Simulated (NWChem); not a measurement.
Molecule: AlAsH$_{2}$F$_{2}$; SMILES [F][Al]([F])[AsH2]

```xyz
6

Al    -0.0726     1.0659     0.0317
As    -0.1735    -1.3293     0.1569
H      0.4950    -1.4228    -1.2112
H     -1.5747    -1.2954    -0.4457
F     -1.3422     2.0166     0.5158
F      1.3005     1.8542    -0.4620
```
Atoms are numbered in this order, from 1.

Structure relaxed at the PBE0/def2-SVP level.

Q: Give the principal values of the shielding tensors (ppm) of Al1, As2, F5 from B3LYP/6-31G* (spherical d), GIAO (NWChem), with their diamagnetic and paramagnetic parts as GIAO splits them.

A: 
| atom | σ11 | σ22 | σ33 | isotropic | diamagnetic | paramagnetic |
|---|---|---|---|---|---|---|
| Al1 | 446.9 | 450.6 | 559.1 | 485.5 | 794.1 | -308.6 |
| As2 | 1976.9 | 2140.7 | 2356.1 | 2157.9 | 2876.5 | -718.6 |
| F5 | 192.7 | 281.0 | 433.2 | 302.3 | 468.3 | -166.0 |
